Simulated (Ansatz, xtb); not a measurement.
# Relative energy of two isomers of CH6BISi

Structure a is `BC[SiH2]I`, a singlet and structure b is `[SiH3]CBI`, a singlet. Both are isolated molecules in the gas phase, relaxed with PBE-D3(BJ)/def2-SVP; the shapes shown needn't be the lowest conformers.

a (Å):

| atom | x (Å) | y (Å) | z (Å) |
| --- | --- | --- | --- |
| C | -1.1098 | 0.2833 | 0.1426 |
| B | -1.2132 | 1.5691 | -0.7131 |
| I | -2.7390 | -2.6632 | 1.3666 |
| Si | -2.8009 | -0.5853 | 0.0243 |
| H | -0.9692 | 0.4568 | 1.2298 |
| H | -0.9562 | 1.5442 | -1.9034 |
| H | -1.6220 | 2.6073 | -0.2247 |
| H | -0.3893 | -0.4719 | -0.2349 |
| H | -3.8990 | 0.2706 | 0.5820 |
| H | -3.1196 | -0.9788 | -1.3875 |

b (Å):

```yaml
atoms:
  - { symbol: C, position_ang: [0.7059, -1.0578, -1.7455] }
  - { symbol: B, position_ang: [2.1339, -0.7950, -2.2641] }
  - { symbol: I, position_ang: [2.5490, 0.8044, -3.6321] }
  - { symbol: Si, position_ang: [0.4901, -0.0628, -0.1198] }
  - { symbol: H, position_ang: [-0.8385, -0.4178, 0.4909] }
  - { symbol: H, position_ang: [1.5807, -0.4053, 0.8561] }
  - { symbol: H, position_ang: [0.5289, 1.4099, -0.4099] }
  - { symbol: H, position_ang: [-0.1109, -0.7212, -2.4153] }
  - { symbol: H, position_ang: [0.5588, -2.1199, -1.4540] }
  - { symbol: H, position_ang: [3.1112, -1.4081, -1.8890] }
```

Q: Which of the two would you expect CCSD(T)/def2-SVP + ΔMP2/def2-TZVPP electronic energies to favour?

A: Too close to call at this level: CCSD(T)/def2-SVP + ΔMP2/def2-TZVPP gives E(b) − E(a) = −0.12 kcal/mol.

Level by level:

```tsv
level	geometry	E(b) − E(a) (kcal/mol)	departure from the last row (kcal/mol)	job, with rough time for the two
GFN2-xTB	GFN2-xTB	+3.25	+3.37	optimisation, 0.4 s
HF/STO-3G	GFN2-xTB	+3.86	+3.97	single point, 1 s
r2SCAN-D4/def2-SVP	GFN2-xTB	−1.28	−1.16	single point, 2.9 s
PBE-D3(BJ)/def2-SVP	PBE-D3(BJ)/def2-SVP	−1.70	−1.58	optimisation, 41 s
HF/def2-SVP	PBE-D3(BJ)/def2-SVP	+2.31	+2.42	part of the CCSD(T) run
MP2/def2-SVP	PBE-D3(BJ)/def2-SVP	−1.37	−1.25	part of the CCSD(T) run
CCSD(T)/def2-SVP	PBE-D3(BJ)/def2-SVP	−1.87	−1.76	single point
CCSD(T)/def2-SVP + ΔMP2/def2-TZVPP	PBE-D3(BJ)/def2-SVP	−0.12		single point, 36 s
```

As drawn, b has 1 B–I, 1 Si–H in place of 1 I–Si, 1 B–H.

The largest departure from CCSD(T)/def2-SVP + ΔMP2/def2-TZVPP is that of HF/STO-3G, 3.97 kcal/mol. The last row adds to CCSD(T) the change of the MP2 difference between the two basis sets, here +1.76 kcal/mol.

With harmonic frequencies from PBE-D3(BJ)/def2-SVP (ideal gas, rigid rotor, one conformer each, 298.15 K, 1 atm): on the last row, ΔE + ΔZPE = −0.50 kcal/mol. A mode under 50 cm⁻¹ makes harmonic enthalpies and free energies unreliable, so none is given.

The correlated steps freeze 11 core orbitals; the filled d shell of I is correlated, in a basis made for valence electrons. Atoms past krypton carry core potentials in the def2 sets, other sets are all-electron and non-relativistic, and no spin–orbit term is included. Codes used: Ansatz 0.2.0, xtb 6.7.1; the last row on 2 threads of Intel(R) Xeon(R) Processor @ 2.70GHz on a shared host.
